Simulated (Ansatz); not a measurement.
Coupled-cluster diagnostics for Hf₂O₅H₂ (the lowest singlet isomer of a short search), Ansatz.

Geometry of the singlet (r2SCAN-D4/def2-SVP):

Cartesian coordinates in Å:
```
Hf -1.390 0.304 -1.121
Hf 1.165 0.475 0.431
O -3.158 -0.213 -1.915
O -0.714 1.059 0.592
O 1.921 -0.722 1.758
O 0.515 -0.249 -1.287
O -2.602 -1.173 -0.883
H 2.042 -1.463 2.354
H 2.221 1.983 0.071
```

In the def2 sets Hf takes a core potential; there is no spin–orbit coupling. Correlated methods freeze 5 core orbitals; core or outer-core shells of Hf are correlated, in sets that lack core-valence functions. In CCSD on the charge 1 doublet the largest single amplitude is 0.29, so its Hartree–Fock determinant may place the open shell otherwise than the density functionals do. The structure holds one bond between oxygen atoms, so isomers without such links may lie far lower. The structure comes from a short search, and lower isomers may exist.

Q: Estimate the CCSD(T) correlation energy, the shares of MP2 and (T), T1 and the reference's ⟨S²⟩ for: charge 0, singlet, own geometry in def2-SVP; charge 1, doublet, vertical in def2-SVP; and the rough time on 4 threads of Arm Neoverse V2 on a shared host.

A: 
```json
{"state": "charge 0, singlet, own geometry", "basis": "def2-SVP", "correlation (eV)": "-39.238", "MP2 share (%)": "97.1", "(T) share (%)": "3.7", "T1": "0.024", "⟨S²⟩ (pure)": "0.00 (0.00)", "wall time": "61 s", "remarks": "test for broken spin undecided"}
{"state": "charge 1, doublet, vertical", "basis": "def2-SVP", "correlation (eV)": "-38.635", "MP2 share (%)": "94.4", "(T) share (%)": "3.8", "T1": "0.044", "⟨S²⟩ (pure)": "0.89 (0.75)", "wall time": "4.7 min", "remarks": "spin-contaminated (⟨S²⟩ 0.89)"}
```
Customary marks for T1 are 0.02 (closed shells), 0.045 (open shells) and about 0.05 (3d metals). T1 exceeds 0.02 in 2 of 2 rows and 0.045 in 0; the higher it lies, the less the single-reference result can be trusted.
